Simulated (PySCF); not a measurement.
Compound: C6H6NO (doublet state).
Cartesian coordinates in Å at the GFN2-xTB level; atoms count from 1:
```
atom  x, y, z in Å
C1    -0.6333   -1.7150    1.6899
C2    -0.5738   -0.5638    1.0116
C3    -1.2566    0.5871    1.4672
N4    -1.8114    1.5205    1.8372
C5     0.2247   -0.4789   -0.2572
O6     0.8196   -1.4728   -0.6801
C7     0.2487    0.7830   -0.9156
C8     0.9979    0.9777   -2.1603
H9    -0.1002   -2.5726    1.3121
H10   -1.1939   -1.8231    2.6024
H11   -0.2901    1.6170   -0.4912
H12    1.4547    0.0425   -2.4776
H13    0.3404    1.3610   -2.9448
H14    1.7727    1.7369   -2.0207
```

The hyperfine couplings belong to this conformer and change with its torsions.

As a line formula: `C([CH]C)(C(C#N)=C)=O` [radical].

The calculation used UKS B3LYP, pcH-1 on C H N O, non-relativistic, mean-field spin-orbit, GIAO in PySCF. Geometry: GFN2-xTB, one conformer, isolated molecule. The geometry wasn't refined by DFT: couplings that depend on bond lengths, twists or pyramidal angles can differ widely from those at the functional's own minimum. Stability of the SCF solution: not tested.

Question: Give the principal g shifts and their parts.

Answer: 
```
                    Δg (ppt)      1      2      3
relativistic mass correction  -0.19  -0.19  -0.19
            gauge correction  -0.01   0.04   0.03
   orbital Zeeman/spin–orbit  -0.01   2.02   5.21
                       total  -0.21   1.87   5.06
```

So g = 2.00211, 2.00419, 2.00737 and g_iso = 2.00456; the tensor is rhombic: the two nearest values differ by 39 % of g3 − g1. Axes: g3 points within 8° of the C5–O6 bond.

Question: At 33.856 GHz, how far is the centre of the isotropic spectrum from where a free electron (g = 2.002319) resonates?

Answer: B = hν/(g μB) with μB/h = 13.99624 MHz/mT gives 1208.07 mT for the free electron and 1206.72 mT at g_iso, 1.35 mT lower.

Question: What effective moment and Curie constant follow for a powder?

Answer: With the mean of g² = 4.0183 and S(S+1) = 0.75: μ_eff = √(⟨g²⟩S(S+1)) = 1.736 μB and χT = 0.12505·⟨g²⟩·S(S+1) = 0.377 cm³ K/mol (cgs; spin-Hamiltonian part alone).

Question: In a frozen sample, at which fields do the three g values resonate at 9.5, 34, 94 and 263 GHz (hyperfine left aside), and which band first spreads them over more than twice a line width of 1.0 mT?

Answer: 
```tsv
band	GHz	B(g3) mT	B(g2) mT	B(g1) mT	spread mT
X	9.5	338.13	338.67	339.02	0.89
Q	34.0	1210.15	1212.07	1213.33	3.18
W	94.0	3345.71	3351.03	3354.51	8.80
J	263.0	9360.86	9375.75	9385.49	24.63
```

The spread grows in proportion to the frequency. Q band is the first where it exceeds 2.0 mT.

Largest spin populations (Mulliken): C7 (+0.77), O6 (+0.32) and C5 (-0.08). The positive populations add up to 1.19 and the negative ones to -0.19, together 2S = 1. The angles at C7 add up to 360.0°, so it is planar; its axial dipolar tensor and the negative coupling of its proton fit spin in a p orbital normal to that plane.

The HOMO–LUMO gaps are 4.78 eV among the α and 3.65 eV among the β orbitals.
